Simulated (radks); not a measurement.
Spin polarisation of the 4d6 shell in the ruthenium ion Ru2+. Start: [Kr] 4d(up 3, down 3); electrons of 4d are moved from spin down to spin up, other shells keep equal spins. Calculated with a radial shooting solver on a logarithmic mesh with Libxc functionals: non-relativistic Kohn-Sham, LDA (Slater exchange, Perdew-Wang correlation), spin-polarised, spherical densities, point nucleus.

moment (Bohr magnetons)	E - E(0) (eV)	e(4d up) (eV)	e(4d down) (eV)	4p down minus up (eV)	4s down minus up (eV)	3d down minus up (eV)
0	0.000	-24.697	-24.697	0.000	0.000	0.000
1	-0.162	-25.003	-24.356	0.676	0.661	0.153
2	-0.648	-25.278	-23.979	1.354	1.324	0.305
3	-1.463	-25.522	-23.562	2.037	1.990	0.457
4	-2.610	-25.734	-23.103	2.726	2.660	0.608

At moment 4 the spin-polarisation energy is -2.610 eV and the 4d exchange splitting 2.631 eV, that is 0.658 eV per Bohr magneton; E = -I m^2/4 would give I = 0.653 eV.
